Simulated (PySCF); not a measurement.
Simulated characterisation data

PySCF 2.14 calculation with coordinates at the GFN2-xTB level and PBE0/pcSseg-1 with gauge-including orbitals; a single conformation, no relativistic terms, averaged over atoms made equivalent by symmetry, fast rotation or ring inversion, in vacuum.

Scale: 1H, 13C vs TMS (reference shieldings calculated alike). Splittings of carbon signals by F and P are missing where no couplings were computed. Where no couplings were computed, multiplicities follow the n + 1 count of equivalent neighbours, and m marks all less simple cases (inequivalent or close neighbours, rings, F or P nearby). Shifts are as computed. Against solution values, carbons near 30 ppm lie about +3 ppm off and those near 130 ppm about +5 ppm; carbons on Cl a further +6 ppm. Of 1211 compounds with measured shifts, 218 miss one by over three times the rms of a fit or turn the order of signals round; such compounds aren't used in these exercises. Carbons bonded to Cl come out too deshielded.

Compound 1 (C$_{7}$H$_{5}$ClFN). 1H NMR (600 MHz, computed): δ 7.22 (s, 1H), 2.99 (m, 2H), 2.86 (m, 2H). 13C{1H} NMR (computed): δ 145.6 (C), 141.0 (C), 135.8 (CH), 135.5 (C), 118.6 (C), 27.3 (CH2), 26.3 (CH2). Structure: `C(=C1\C(=C(/C#N)F)CC1)/Cl`.

Compound 2 (C$_{8}$H$_{12}$OSi). 1H NMR (600 MHz, computed): δ 4.00 (s, 3H), 2.31 (s, 3H), 1.96 (s, 3H), 1.88 (m, 1H), 1.61 (m, 1H), 0.93 (m, 1H). 13C{1H} NMR (computed): δ 206.2, 84.1, 84.0, 35.5, 32.7, 25.1, 10.8, 4.9. Structure: `InChI=1S/C8H12OSi/c1-3-4-8(10)5-7(8)6(2)9/h7H,5H2,1-2,10H3/t7-,8+/m0/s1`.
